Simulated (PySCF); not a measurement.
MoCl3H3, SMILES [MoH3]([Cl])([Cl])[Cl], multiplicity 1. Atoms are numbered in the order given.

```xyz
7

Mo     0.0000     0.0000    -0.1809
Cl     1.9369     1.1183     0.2402
Cl     0.0000    -2.2365     0.2402
Cl    -1.9369     1.1183     0.2402
H     -0.7974    -0.4604    -1.5509
H      0.7974    -0.4604    -1.5509
H      0.0000     0.9207    -1.5509
```
Charge 0, spin multiplicity 1.

Geometry: PBE-D3(BJ)/def2-SVP. The spin state was assumed, not searched. The structure was generated by enumeration; whether it is a known compound was not checked. The def2 effective core potentials stand for the cores of Mo; spin–orbit coupling is left out.

These are PySCF with PBE/def2-TZVP values and carry that method's errors.

Symmetry labels are those of the subgroup Cs that the program uses (full group C3v).

Computed valence orbital energies around the gap with their symmetry:
| orbital | symmetry | energy (eV) |
|---|---|---|
| HOMO−7 | A" | -9.48 |
| HOMO−6 | A' | -9.48 |
| HOMO−5 | A' | -8.99 |
| HOMO−4 | A" | -8.99 |
| HOMO−3 | A' | -8.74 |
| HOMO−2 | A" | -8.38 |
| HOMO−1 | A" | -7.07 |
| HOMO | A' | -7.07 |
| LUMO | A' | -4.59 |
| LUMO+1 | A" | -4.59 |
| LUMO+2 | A' | -3.65 |
| LUMO+3 | A' | -0.73 |
